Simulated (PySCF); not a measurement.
## `CCCCN(C)NCC`: 4 charge schemes on one density

Compound: C7H18N2.
Geometry (GFN2-xTB, Å), atoms numbered from 1 in this order:
```xyz
27
C7H18N2 angstrom
C      3.3964    1.0798    0.0635
C      3.0363   -0.2837   -0.5143
C      1.8220   -0.9237    0.1577
C      0.5153   -0.1933   -0.1531
N     -0.6065   -0.8416    0.5050
C     -1.1322   -1.9724   -0.2379
N     -1.5620    0.1001    0.9378
C     -2.4708    0.6571   -0.0600
C     -3.3411    1.7168    0.6000
H      2.6066    1.8036   -0.1179
H      4.3102    1.4523   -0.3946
H      3.5552    1.0057    1.1369
H      3.8918   -0.9527   -0.3932
H      2.8453   -0.1856   -1.5858
H      1.9614   -0.9386    1.2393
H      1.7419   -1.9579   -0.1816
H      0.5605    0.8219    0.2420
H      0.3768   -0.1384   -1.2465
H     -1.4374   -1.7203   -1.2652
H     -1.9891   -2.3827    0.2969
H     -0.3621   -2.7397   -0.2875
H     -2.0982   -0.3274    1.6892
H     -1.8578    1.1160   -0.8412
H     -3.1157   -0.1025   -0.5327
H     -3.9775    2.1971   -0.1388
H     -2.7152    2.4686    1.0721
H     -3.9740    1.2682    1.3629
```

Density: PBE0/pcSseg-1 (PySCF); schemes: Mulliken, IAO, Hirshfeld and ESP-fitted. The structure is a single GFN2-xTB conformer in the gas phase; no vibrational or solvent corrections.

Task: Tabulate the Mulliken, IAO, Hirshfeld and ESP-fitted charges.

Result: In e; atoms taken as equivalent share a row and are averaged (×n: the atom named and its like, n in all):

```tsv
atom	environment	Mulliken	IAO	Hirshfeld	ESP-fitted
C1	methyl carbon	-0.279	-0.418	-0.118	-0.286
C2	chain CH2 carbon	-0.267	-0.249	-0.065	+0.180
C3	chain CH2 carbon	-0.220	-0.251	-0.073	-0.280
C4	sp3 carbon bound to nitrogen	-0.013	-0.150	-0.033	+0.193
N5	hydrazine nitrogen	-0.483	-0.172	-0.057	-0.211
C6	N-methyl carbon	-0.088	-0.317	-0.082	-0.368
N7	hydrazine nitrogen	-0.308	-0.330	-0.119	-0.783
C8	sp3 carbon bound to nitrogen	-0.106	-0.155	-0.033	+0.496
C9	methyl carbon	-0.273	-0.420	-0.120	-0.480
H10/H11/H12	methyl hydrogen	+0.111	+0.137	+0.039	+0.065
H13/H14	methylene hydrogen	+0.111	+0.129	+0.035	-0.021
H15/H16	methylene hydrogen	+0.114	+0.130	+0.033	+0.076
H17/H18	methylene hydrogen	+0.106	+0.120	+0.028	+0.066
H19/H20/H21	methyl hydrogen	+0.103	+0.131	+0.036	+0.138
H22	N–H hydrogen	+0.174	+0.240	+0.103	+0.408
H23/H24	methylene hydrogen	+0.111	+0.118	+0.030	-0.034
H25/H26/H27	methyl hydrogen	+0.111	+0.142	+0.041	+0.116
```

Mean size of the charges over all atoms: ESP-fitted 0.187 e, IAO 0.182 e, Mulliken 0.151 e, Hirshfeld 0.052 e. Each set sums to the total charge, 0, to within 0.001 e. The Hirshfeld scheme weights the molecular density at each point by an atom's share of the summed free-atom densities. The IAO scheme counts the electrons in orthogonalised intrinsic atomic orbitals, a minimal basis polarised so that it spans the occupied orbitals exactly.

Some averages cover members that differ in this geometry: H17/H18, ESP-fitted +0.026 to +0.105; H19/H20/H21, ESP-fitted +0.101 to +0.170; H17/H18, IAO +0.094 to +0.147; H19/H20/H21, IAO +0.105 to +0.146 e.

Lowest charge. The schemes don't all agree: Mulliken N5 (-0.483); IAO C9 (-0.420); Hirshfeld C9 (-0.120); ESP-fitted N7 (-0.783).

Highest charge. The schemes don't all agree: Mulliken H22 (+0.174); IAO H22 (+0.240); Hirshfeld H22 (+0.103); ESP-fitted C8 (+0.496).

Task: Sum the charges by element.

Result: 
```tsv
element	atoms	Mulliken	IAO	Hirshfeld	ESP-fitted
C	7	-1.246	-1.960	-0.525	-0.544
N	2	-0.791	-0.502	-0.176	-0.994
H	18	+2.036	+2.462	+0.700	+1.539
```

Task: How closely do the schemes follow one another over all atoms?

Result: Correlation coefficient and root-mean-square difference: IAO with Hirshfeld 0.99, 0.144 e; Mulliken with Hirshfeld 0.90, 0.127 e; Mulliken with IAO 0.89, 0.092 e; Hirshfeld with ESP-fitted 0.71, 0.220 e; IAO with ESP-fitted 0.64, 0.203 e; Mulliken with ESP-fitted 0.60, 0.209 e.
